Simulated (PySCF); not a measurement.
**BiF₃, singlet: structure and spectrum**

These are results of PBE0/[Bi def2-TZVP with ECP60, F def2-TZVP], scalar-relativistic core potentials, density fitting, no spin–orbit coupling, PySCF, not measurements.

The structure is a minimum.

Z-matrix (Å, degrees; charge 0 multiplicity 1):
```
Bi
F  1 1.9871
F  1 1.9871 2 95.38
F  1 1.9871 2 95.38 3 -95.93
```

- Point group: C3v
- Bond lengths: Bi–F 1.987 Å (×3)
- Bond angles: F–Bi–F 95.4° (×3)
- Dipole moment: 5.07 D
- Lowest empty level: -1.68 eV
- Principal quadrupole moments (Buckingham, traceless) about the centre of mass: -2.05, -2.05, 4.11 D Å
- Atomisation energy without zero-point energy: 1216 kJ/mol
- Highest occupied level: -10.08 eV
- Rotational constants: 0.1297, 0.1297, 0.1027 cm⁻¹
- Rotational symmetry number: 3
- Enthalpy at 298.15 K above 0 K: 15.90 kJ/mol
- Zero-point energy: 13.8 kJ/mol
- Entropy at 298.15 K and 1 bar: 314.8 J/(mol K)
- Principal polarisabilities: 32.4, 35.8, 35.8 bohr³
- Heat capacity Cp at 298.15 K: 69.9 J/(mol K)

Harmonic modes (masses in u: Bi 208.980, F 18.998):
| symmetry | ω (cm⁻¹) | IR (km/mol, summed over degenerate members) |
| --- | --- | --- |
| e | 172 | 8.7 |
| a1 | 193 | 18.3 |
| e | 583 | 224 |
| a1 | 609 | 65.2 |

In C3v the vibrations span 2e + 2a1.

Charges (e):
```json
{"atom": "Bi1", "Mulliken": "1.42", "Löwdin": "0.98", "polar tensor": "1.98", "Mayer order to Bi1": "–"}
{"atom": "F2,3,4", "Mulliken": "-0.47", "Löwdin": "-0.33", "polar tensor": "-0.66", "Mayer order to Bi1": "0.84"}
```

Mulliken populations on Bi1 (electrons outside its core potential): s 3.90, p 7.27, d 10.23, f 0.17.

Outer orbital energies (eV). occupied: -12.64, -12.11, -11.47, -11.47, -11.17, -11.17, -11.11, -10.08; empty: -1.68, -1.68, -1.02, 3.57.

Counting electrons, bismuth keeps 2 of its valence electrons outside its bonds, so the VSEPR class is AX3E1 and the expected shape is trigonal pyramidal (C3v), as computed. The angle of 95° is close to 90°: the heavy centre bonds with nearly pure p orbitals and keeps its lone pair s-like.

Spin–orbit coupling, left out here, can matter for elements this heavy.

The final relaxation and frequency run took about 7 core-minutes on a shared host.
